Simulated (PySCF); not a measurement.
## Trend along the second period: MGe molecules

r²SCAN with double-zeta basis sets in PySCF, for the lowest determinant that a PBE0 search found; no spin–orbit coupling. De refers to high-spin ground-configuration atoms. A positive dipole means M(−)Ge(+).

```tsv
M	basis	state (unpaired electrons)	Re (Å)	ωe (cm⁻¹)	De (eV)	μ (D)
Li	cc-pVDZ/cc-pVDZ-PP	quartet (σ ↑, π ↑↑)	2.424	396	1.84	-5.70
Be	aug-cc-pVDZ/aug-cc-pVDZ-PP	triplet (π ↑↑)	2.164	522	1.72	-1.47
B	x2c-SVPall	quartet (σ ↑, π ↑↑)	1.975	665	3.52	0.61
C	aug-cc-pVDZ-PP/aug-cc-pVDZ	triplet (σ ↑, π ↑)	1.808	790	3.89	1.82
O	x2c-SVPall	singlet (closed shell)	1.627	1008	6.78	2.90
F	def2-SVP	doublet (π ↑)	1.759	683	5.27	1.65
```

The shortest bond is that of GeO (1.627 Å), the longest that of LiGe (2.424 Å).

The rows differ in basis set, which adds steps of its own.

The state changes along the series, so neighbouring rows are not always alike in their bonding.

Spin–orbit coupling is left out. States were picked by a PBE0 search and need not be the measured ground states.
